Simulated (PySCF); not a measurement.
These are PBE-D3(BJ)/def2-TZVP // r2SCAN-D4/def2-SVP (PySCF 2.14.0) values and carry that method's errors. Isolated molecules, 0 K electronic values unless said otherwise. 

Reference species: [Y(Cl)3] (neutral, multiplicity 1).

```
Item             Result
-------------  --------
LUMO           -3.69 eV
HOMO–LUMO gap   4.05 eV
```

Changed species: [Y(F)3] (3 of 3 Cl replaced by F; the reference has 0 of 3 Cl replaced by F).

Task: Predict the effect on the LUMO and HOMO–LUMO gap.

Result: the LUMO rises by 0.54 eV, to -3.15 eV; the HOMO–LUMO gap rises by 1.36 eV, to 5.41 eV.
